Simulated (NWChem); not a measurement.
# C$_{4}$H$_{2}$N$_{2}$; SMILES N#C/N=C/C#C

```xyz
8

C      0.2192     2.9650     0.0000
C     -0.0413     1.7802     0.0000
C     -0.4243     0.4116     0.0000
N      0.4477    -0.5313     0.0000
C      0.0690    -1.8040     0.0000
N     -0.1568    -2.9465     0.0000
H      0.4688     4.0116     0.0000
H     -1.5094     0.2084     0.0000
```
Atoms are numbered in this order, from 1.

All runs: NWChem. Structure relaxed at the PBE0/def2-SVP level. GIAO values for the isolated, static molecule; σ is the absolute isotropic shielding, δ = σ(reference) − σ with the isolated reference molecule computed at the same levels (13C: tetramethylsilane, 1H: tetramethylsilane, 15N: ammonia).

Task: Estimate the computed values for PBE/pcSseg-1. Quantities: δ C1 (ppm); δ C3 (ppm); δ N4 (ppm); δ C5 (ppm); δ N6 (ppm); δ H7 (ppm); δ H8 (ppm).

Result: 
```
Item        Value
----------  -----
δ C1 (ppm)  105.5
δ C3 (ppm)  164.1
δ N4 (ppm)  363.1
δ C5 (ppm)  121.5
δ N6 (ppm)  339.9
δ H7 (ppm)   4.15
δ H8 (ppm)   8.00
```
